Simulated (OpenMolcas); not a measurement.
## neutral indium: thermal populations, the spin-orbit constant, worked from levels

```json
{"Program": "OpenMolcas 26.06", "Basis": "ANO-R2 [7s6p4d2f1g]", "Scalar Hamiltonian": "X2C, finite nucleus", "Active space": "3 electrons in 4 orbitals (5s 5p)", "State averaging": "2S+1 = 4 odd, 1 root (0 in the spin-orbit step); 2S+1 = 2 odd, 3 roots; 2S+1 = 4 even, 3 roots; 2S+1 = 2 even, 5 roots", "Spin-orbit coupling": "state interaction with AMFI integrals over the reference wave functions, term energies averaged over their components"}
```

Methods: CASSCF; SS-CASPT2, IPEA 0.25 Eh, imaginary shift 0.1 Eh (closed shells correlated: 4d). Measured levels: NIST Handbook of Basic Atomic Spectroscopic Data.

**Thermal populations.** Z = Σ (2J + 1) exp(-E/kT) with k = 0.695035 cm-1/K, over the levels below. No other level of either list lies under 24300 cm-1, which is above 7 kT at each temperature.

```tsv
Level	2J + 1	SS-CASPT2	measured
5s2 5p 2P* 1/2	2	0.0	0.0
5s2 5p 2P* 3/2	4	2030	2213
```

```
T (K)  Z, SS-CASPT2  Z, measured levels  Ground level (%), SS-CASPT2  Ground level (%), measured levels
 2000         2.929               2.814                         68.3                               71.1
 3000         3.511               3.384                         57.0                               59.1
 5000         4.230               4.116                         47.3                               48.6
```

At 5000 K, kT = 3475 cm-1, and the computed levels give Z = 2.000 + 2.230 = 4.230.

**The spin-orbit constant.** For the Hund term 2P* of p1, E(J) = (A/2) J(J+1) + constant and ζ = 2S·A = A. From J = 1/2 to J = 3/2 the energy changes by 1.5 A.

```json
{"Source": "CASSCF", "E(3/2) - E(1/2)": "2034.6", "A": "1356.4", "ζ": "1356"}
{"Source": "SS-CASPT2", "E(3/2) - E(1/2)": "2034.6", "A": "1356.4", "ζ": "1356"}
{"Source": "measured", "E(3/2) - E(1/2)": "2212.6", "A": "1475.1", "ζ": "1475"}
```

All in cm-1. SS-CASPT2 is off by -8.0 % and CASSCF by -8.0 %. Both methods take the spin-orbit matrix elements from the reference wave functions, so the second can move ζ only through the term energies and any multistate remixing.

Some high roots are left out of the spin-orbit mixing, which shifts the levels that they would mix with. Without dynamic correlation excited terms often stand tens of per cent too high (terms of higher spin than the ground term too low), and those without a measured partner can miss by more than the paired ones (holds for CASSCF). Measured partners are found by configuration, term and J. A level has none where our copy of the source lacks it or the pairing is in doubt (some pairs that miss far off the trend of their configuration count as doubtful), and it then counts in no deviation. Levels of configurations outside the active space are missing.

* marks odd parity.
